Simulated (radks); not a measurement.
Q: The mean radii <r> (bohr) of the occupied orbitals of an atom or ion are listed with their occupations. All-electron calculation, Dirac Kohn-Sham, BLYP, spin-unpolarised, spherical densities, point nucleus. Program: a radial shooting solver on a logarithmic mesh with Libxc functionals.

| orbital | occ. | <r> |
|---|---|---|
| 1s1/2 | 2 | 0.02318 |
| 2s1/2 | 2 | 0.09845 |
| 2p1/2 | 2 | 0.08244 |
| 2p3/2 | 4 | 0.08896 |
| 3s1/2 | 2 | 0.2602 |
| 3p1/2 | 2 | 0.2498 |
| 3p3/2 | 4 | 0.2624 |
| 3d3/2 | 4 | 0.2339 |
| 3d5/2 | 6 | 0.2378 |
| 4s1/2 | 2 | 0.5920 |
| 4p1/2 | 2 | 0.6069 |
| 4p3/2 | 4 | 0.6352 |
| 4d3/2 | 4 | 0.6788 |
| 4d5/2 | 6 | 0.6888 |
| 5s1/2 | 1 | 1.387 |
| 5p1/2 | 2 | 1.530 |
| 5p3/2 | 4 | 1.604 |
| 4f5/2 | 4 | 0.9085 |
| 6s1/2 | 1 | 3.137 |

Name the element and its charge. Open shells, if any, fill j = l - 1/2 first.

A: Z = 61, promethium, charge +3: Pm3+ in [Kr] 4d10 4f4 5s1 5p6 6s1. The 1s radius gives Z: for a bare nucleus <r> = (2 gamma + 1)/(2Z) with gamma = sqrt(1 - (Z/c)^2), 0.02288 bohr for Z = 61, and screening makes it slightly larger (0.02318 here). The occupations add up to 58, and the charge is Z minus that.
